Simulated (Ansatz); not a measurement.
H4Sn (SMILES [SnH4]), charge 0, multiplicity 1, relaxed at each level with Ansatz (an electronic-structure program); harmonic frequencies from differences of analytic forces, average atomic masses, frozen cores. Elements past Kr take the def2 small-core potentials, without spin–orbit coupling.

### Question
Give the equilibrium geometry, the harmonic frequencies and the zero-point energy at HF/def2-TZVPP.

### Answer

(charge 0, multiplicity 1):
```xyz
5

Sn     0.000     0.000     0.000
H      1.300     0.699    -0.856
H      0.602    -0.858     1.346
H     -1.056     1.229     0.534
H     -0.846    -1.070    -1.025
```
Frequencies (cm⁻¹): 757, 757, 757, 811, 811, 2015, 2015, 2015, 2045. Zero-point energy 17.13 kcal/mol.

### Question
Give the equilibrium geometry, the harmonic frequencies and the zero-point energy at CCSD(T)/def2-TZVPP.

### Answer

(charge 0, multiplicity 1):
```json
[
 {"atom": "Sn", "x (Å)": "0.0000", "y (Å)": "0.0000", "z (Å)": "0.0000"},
 {"atom": "H", "x (Å)": "1.3094", "y (Å)": "0.7041", "z (Å)": "-0.8623"},
 {"atom": "H", "x (Å)": "0.6060", "y (Å)": "-0.8641", "z (Å)": "1.3564"},
 {"atom": "H", "x (Å)": "-1.0634", "y (Å)": "1.2383", "z (Å)": "0.5381"},
 {"atom": "H", "x (Å)": "-0.8519", "y (Å)": "-1.0782", "z (Å)": "-1.0322"}
]
```
Frequencies (cm⁻¹): 695, 695, 695, 752, 752, 1944, 1944, 1944, 1952. Zero-point energy 16.26 kcal/mol.
